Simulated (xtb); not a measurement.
Input file for xtb: GFN1-xTB on H4PbSSi (SMILES [SiH3][Pb][SH]), a point of a torsion scan.

```
$ xtb mol.xyz --gfn 1 --sp --chrg 0 --uhf 0
7

Si    -1.32724139    -0.19434257    -0.00086451
Pb     0.71897092     1.56315148    -0.06555029
S      2.56163473    -0.25089527     0.24164267
H     -1.16672495    -1.38516353    -0.82841109
H     -2.59755231     0.39441047    -0.44439676
H     -1.63151519    -0.70121404     1.33935810
H      2.57899819    -0.20634132     1.56460759
```

The head of its log:

```
[...]
           -------------------------------------------------
          |                Calculation Setup                |
           -------------------------------------------------



           -------------------------------------------------
          |                 G F N 1 - x T B                 |
           -------------------------------------------------

        Reference                      10.1021/acs.jctc.7b00118
      * Hamiltonian:
        H0-scaling (s, p, d)           1.850000    2.250000    2.000000
        zeta-weighting                 0.000000
      * Dispersion:
        s8                             2.400000
        a1                             0.630000
        a2                             5.000000
        s9                             0.000000
      * Repulsion:
        kExp                           1.500000
        rExp                           1.000000
      * Coulomb:
        alpha                          2.000000
        third order                    atomic
        anisotropic                    false
      * Halogen bond correction:
        rad-scale                      1.300000
        damping                        0.440000


          ...................................................
          :                      SETUP                      :
          :.................................................:
          :  # basis functions                  32          :
          :  # atomic orbitals                  30          :
          :  # shells                           16          :
          :  # electrons                        18          :
          :  # halogen bonds                     0          :
          :  max. iterations                   250          :
          :  Hamiltonian                  GFN1-xTB          :
          :  restarted?                      false          :
          :  GBSA solvation                  false          :
          :  PC potential                    false          :
          :  electronic temp.          300.0000000     K    :
          :  accuracy                    1.0000000          :
          :  -> integral cutoff          0.2500000E+02      :
          :  -> integral neglect         0.1000000E-07      :
          :  -> SCF convergence          0.1000000E-05 Eh   :
          :  -> wf. convergence          0.2000000E-04 e    :
          :  Broyden damping             0.4000000          :
          :  net charge                          0          :
          :  unpaired electrons                  0          :
          ...................................................

 iter      E             dE          RMSdq      gap      omega  full diag
   1     -9.3698318 -0.936983E+01  0.364E+00    1.17       0.0  T
   2     -9.3754322 -0.560040E-02  0.209E+00    1.32       1.0  T
```

Problem. What total energy does the run end on?

Solution. -9.3369 hartree.
